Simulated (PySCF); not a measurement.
# Electron correlation in I⁺ (iodine, charge +1)

[Kr] 4d10 5s2 5p4, high-spin 3P determinant. Calculation: PySCF 2.14, in x2c-SVPall; the spin-free X2C one-electron Hamiltonian (Gaussian nucleus). Frozen: [Kr] 4d10; 6 electrons correlated.

MP2 pair energies summed by pair of shells (mhartree):

```csv
pair,energy,share (%)
5p-5p,-28.48,49.9
5s-5p,-24.46,42.9
5s-5s,-4.13,7.2
```

Total MP2 correlation energy: -57.07 mhartree.

Same-spin part -14.39 and opposite-spin part -42.68 mhartree; SCS-MP2 scales them by 1/3 and 6/5 to -56.02 mhartree.

```json
{"level": "CCSD", "correlation energy (mhartree)": "-70.13"}
{"level": "(T)", "correlation energy (mhartree)": "-0.68"}
{"level": "CCSD(T)", "correlation energy (mhartree)": "-70.81"}
```

Diagnostics: T1 = 0.0067, D1 = 0.0201, largest double amplitude 0.056.

Is a single reference adequate?

Yes, within this model without spin-orbit coupling: T1 lies below 0.03 and no double amplitude reaches 0.07.
